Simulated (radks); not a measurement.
Trend from B to Tl: ionisation energy by Delta-SCF between NIST ground configurations, and size. Method: scalar-relativistic Kohn-Sham, LDA (Slater exchange, Perdew-Wang correlation), spin-unpolarised, spherical densities, finite nucleus; Fermi nuclear charge, rms radius of each element as measured or else 0.836 A^(1/3) + 0.57 fm; computed with a radial shooting solver on a logarithmic mesh with Libxc functionals.

species      configuration  IE (eV)  NIST (eV)  kind  -e(HOMO) (eV)  outermost  <r> outermost (bohr)  r at 0.001 e/bohr^3 (bohr)
B             [He] 2s2 2p1    8.321      8.298  exp.     3.715 (2p)         2p                  2.29                        3.92
Al            [Ne] 3s2 3p1    5.841      5.986  exp.     2.784 (3p)         3p                  3.44                        4.55
Ga       [Ar] 3d10 4s2 4p1    5.883      5.999  exp.     2.733 (4p)         4p                  3.38                        4.40
In       [Kr] 4d10 5s2 5p1    5.589      5.786  exp.     2.698 (5p)         5p                  3.68                        4.62
Tl                [Hg] 6p1    5.405      6.108  exp.     2.577 (6p)         6p                  3.77                        4.58

Reference values: NIST Atomic Spectra Database (measured). Spin polarisation and multiplet splitting are left out, so open shells lie too high by an amount that depends on their filling. Spin-orbit splitting is averaged out at the scalar-relativistic level.

Beside tabulated values, note that spin-unpolarised runs miss the spin-polarisation part of the exchange energy of open shells, and scalar-relativistic runs lack spin-orbit coupling.
